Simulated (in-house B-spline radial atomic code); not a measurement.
Inner levels of tin as electrons are removed. A shift is the extra binding of the orbital against the neutral atom ([Kr] 4d10 5s2 5p1/2(2)). The density at the nucleus is averaged over the nuclear charge. Computed with a B-spline radial code for spherical atoms: Dirac-Hartree-Fock, jj configuration that fills j = l - 1/2 first, finite nuclei.

A number in brackets counts the electrons of a j subshell.

```tsv
ion	configuration	shift of 2p3/2 (eV)	shift of 3p3/2 (eV)	shift of 1s1/2 (eV)	radius of 2p3/2 (bohr)	radius of 3p3/2 (bohr)	radius of 1s1/2 (bohr)	Σ<r²> (bohr²)	change of density at nucleus (bohr⁻³)
Sn24+	[Ar] 3d3/2(4) 3d5/2(4)	827.88	747.56	846.82	0.11077	0.32736	0.029046	1.9223	-408.11
Sn25+	[Ar] 3d3/2(4) 3d5/2(3)	917.27	815.2	938.18	0.11064	0.32443	0.029046	1.7805	-314.14
Sn26+	[Ar] 3d3/2(4) 3d5/2(2)	1008.78	884.11	1031.91	0.11051	0.32154	0.029047	1.6458	-216.57
Sn27+	[Ar] 3d3/2(4) 3d5/2(1)	1102.39	954.27	1128.01	0.11036	0.31868	0.029047	1.5178	-115.38
Sn28+	[Ar] 3d3/2(4)	1198.1	1025.68	1226.47	0.11021	0.31585	0.029048	1.396	-10.575
Sn29+	[Ar] 3d3/2(3)	1298.84	1101.22	1328.56	0.11009	0.31286	0.029049	1.2815	100.87
Sn30+	[Ar] 3d3/2(2)	1401.76	1178.01	1433.06	0.10996	0.30992	0.029049	1.1724	216.06
Sn31+	[Ar] 3d3/2(1)	1506.85	1256.05	1539.95	0.10983	0.30701	0.02905	1.0684	334.99
Sn32+	[Ne] 3s2 3p6	1614.1	1335.34	1649.23	0.10969	0.30415	0.02905	0.96906	457.69
```
